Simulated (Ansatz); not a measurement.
Program: Ansatz. Geometries: PBE0-D4/def2-TZVP. ΔE: electronic, gas phase. CCSD(T)/CBS adds triple-zeta CCSD(T) − MP2 to the extrapolated MP2 energy (def2 sets, frozen cores). Double bonds are as drawn, so ΔE can hold a change between cis and trans. Functionals use def2-TZVPP. B3LYP here is the variant with VWN-RPA as its local correlation; programs differ in this. For Ge outer-core shells are correlated without core-valence functions, which leaves a few kJ/mol of doubt a bond. Scalar relativity is left out up to krypton. One conformer a species, not always the lowest.

`O/C=C(\Cl)[SiH2]O` + `N[BH][GeH3]` → `O[SiH2][BH][GeH3]` + `N/C(Cl)=C\O`  (formal exchange of groups at the Si–C bond)

```tsv
level	ΔE (eV)	difference from CCSD(T)/CBS
PBE-D4	2.37	-0.15
r2SCAN-D4	2.47	-0.05
PBE0-D4	2.40	-0.12
B3LYP-D4	2.48	-0.04
ωB97X-V	2.42	-0.10
ωB97M-V	2.53	0.01
B2PLYP	2.54	0.02
PBE	2.36	-0.16
r2SCAN	2.47	-0.05
PBE0	2.39	-0.13
B3LYP	2.47	-0.05
HF/def2-TZVPP	2.46	-0.06
MP2/def2-TZVPP	2.62	0.10
SCS-MP2/def2-TZVPP	2.56	0.04
CCSD/def2-TZVPP	2.47	-0.05
CCSD(T)/def2-TZVPP	2.49	-0.03
HF/def2-QZVPP	2.48	-0.04
MP2/def2-QZVPP	2.64	0.12
SCS-MP2/def2-QZVPP	2.58	0.06
HF/CBS(def2)	2.48	-0.04
MP2/CBS(def2)	2.64	0.12
CCSD/CBS(def2)	2.49	-0.03
CCSD(T)/CBS	2.52	0
```

Largest T1 diagnostic among the species: 0.013.
